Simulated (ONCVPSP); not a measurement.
## Cl (Z = 17), ONCV: configuration errors across variants

ONCVPSP 4.0.1 input, shortened (lines: element, Z, core and valence counts, functional; n l f; lmax; l rc ep ncon nbas qcut; lloc lpopt rc5 dvloc0; l nproj debl; icmod fcfact rcfact), PBE, scalar-relativistic:

```
  Cl 17.00    3    2        4      upf
    1    0    2.00
    2    0    2.00
    2    1    6.00
    3    0    2.00
    3    1    5.00
    2
    0    1.45    0.00    5    9    4.50
    1    1.10    0.00    4    8    8.90
    2    1.55    0.02    4    8    6.80
    4    5    0.80    1.00
    0    2    2.50
    1    2    2.60
    2    2    2.90
    0    0.00    0.00
```

All-electron excitation energies from the reference (eV): (1) 3s2 3p4 13.875; (2) 3s2 3p3 39.322; (3) 3s2 3p2 77.630; (4) 3s2 3p1 129.872.

2 further variants failed, have other tests or another functional or relativity, and are left out.

A true bound ghost makes a file unfit for plane-wave use even where its test errors are small: the radial tests pick states by their node count and pass the ghost by.

Errors AE − PS in meV (a dash: test not solved or not reliable):

| change | (1) | (2) | (3) | (4) | bound ghosts | GHOST(+) flags above zero |
| --- | --- | --- | --- | --- | --- | --- |
| base | -0.5 | +3.9 | +30 | +112 | p | s |
| all radii scaled by about 1.03 (s 1.50, p 1.14, d 1.60 bohr); local potential polynomial inside 0.82 bohr (lpopt 5, dvloc0 1 Ha) | +0.2 | +8.5 | +43 | +139 | none | s |
| d: debl 0.2 | -0.5 | +3.9 | +30 | +112 | p | s, d |
| local potential polynomial inside 0.75 bohr (lpopt 1, dvloc0 0 Ha) | -0.5 | +3.9 | +30 | +113 | p | s |
| local potential polynomial inside 0.80 bohr (lpopt 5, dvloc0 4.5 Ha) | -0.5 | +3.8 | +29 | +112 | p | s |
| d: rc 2.2 | -0.5 | +3.9 | +30 | +112 | p | s |
| core correction Teter function, fcfact 2.25, rcfact 1.7 | -0.3 | +0.6 | +3.7 | +7.4 | p | s |
| s: qcut 4.4; p: qcut 8.6; d: qcut 6.6 | -0.5 | +3.9 | +30 | +115 | p | s |
| d: nproj 3 | -0.5 | +3.9 | +30 | +112 | p | s, d |

(1) Give the same row for: p: ncon 3, nbas 7.

Answers

(1) -1.4, +4.9, +37, +131; bound ghosts: none; GHOST(+) flags above zero: s.
